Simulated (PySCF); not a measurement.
B₂Cl₃, SMILES Cl[B]B(Cl)Cl (connectivity only; charge and spin as stated), charge +1, multiplicity 1.

Coordinates come from a PBE0-D3(BJ)/def2-SVP optimisation. The multiplicity is an assumed one; other spin states were not compared. The isomer is the one that the SMILES or the coordinates give; other isomers of the formula were not compared. One conformer was computed; it need not be the lowest.

Method: PySCF with PBE0-D3(BJ)/def2-SVP.

Frequencies are harmonic and unscaled.

**Question.** Give all harmonic wavenumbers and intensities. (An estimate is asked for; the answer gives what the named calculation found.)

**Answer.** 
```json
[
 {"mode": "1", "ν (cm⁻¹)": "47", "IR (km/mol)": "0.2", "moving atoms (share of kinetic energy)": "Cl 91 %, B 9 %"},
 {"mode": "2", "ν (cm⁻¹)": "171", "IR (km/mol)": "14.8", "moving atoms (share of kinetic energy)": "B 83 %, Cl 17 %"},
 {"mode": "3", "ν (cm⁻¹)": "215", "IR (km/mol)": "9.5", "moving atoms (share of kinetic energy)": "Cl 90 %, B 10 %"},
 {"mode": "4", "ν (cm⁻¹)": "395", "IR (km/mol)": "17.5", "moving atoms (share of kinetic energy)": "B 88 %, Cl 12 %"},
 {"mode": "5", "ν (cm⁻¹)": "414", "IR (km/mol)": "0.3", "moving atoms (share of kinetic energy)": "Cl 92 %, B 8 %"},
 {"mode": "6", "ν (cm⁻¹)": "484", "IR (km/mol)": "1.7", "moving atoms (share of kinetic energy)": "B 96 %"},
 {"mode": "7", "ν (cm⁻¹)": "867", "IR (km/mol)": "156.0", "moving atoms (share of kinetic energy)": "B 77 %, Cl 23 %"},
 {"mode": "8", "ν (cm⁻¹)": "1079", "IR (km/mol)": "261.0", "moving atoms (share of kinetic energy)": "B 84 %, Cl 16 %"},
 {"mode": "9", "ν (cm⁻¹)": "1340", "IR (km/mol)": "186.7", "moving atoms (share of kinetic energy)": "B 89 %, Cl 11 %"}
]
```
